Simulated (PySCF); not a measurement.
SMILES [SiH2](S)[SiH2]c1sccc1 (GFN2-xTB optimised geometry):

```
16

S      5.202    -0.983     2.061
Si     3.057    -1.246     1.987
Si     2.360    -0.291     0.000
C      0.487    -0.291     0.000
C     -0.377     0.764     0.000
C     -1.738     0.390     0.019
C     -1.902    -0.957     0.034
S     -0.396    -1.786     0.025
H      5.392    -1.584     3.224
H      2.563    -0.637     3.225
H      2.850    -2.689     2.130
H      2.759     1.111    -0.171
H      2.813    -1.039    -1.180
H     -0.042     1.786    -0.015
H     -2.554     1.091     0.020
H     -2.813    -1.522     0.047
```

Calculation: PBE/def2-TZVP (PySCF).

What are the frontier orbital energies and the dipole moment?

HOMO-2 -6.44 eV, HOMO-1 -6.03 eV, HOMO -5.97 eV, LUMO -1.79 eV, LUMO+1 -1.51 eV; dipole moment 2.04 D.

Meta-Löwdin charges at PBE/def2-TZVP: S1 -0.32, Si2 0.30, Si3 0.35, C4 -0.35, C5 -0.14, C6 -0.15, C7 -0.26, S8 0.30, H9 0.11, H10 -0.07, H11 -0.07, H12 -0.06, H13 -0.06, H14 0.13, H15 0.14, H16 0.15.
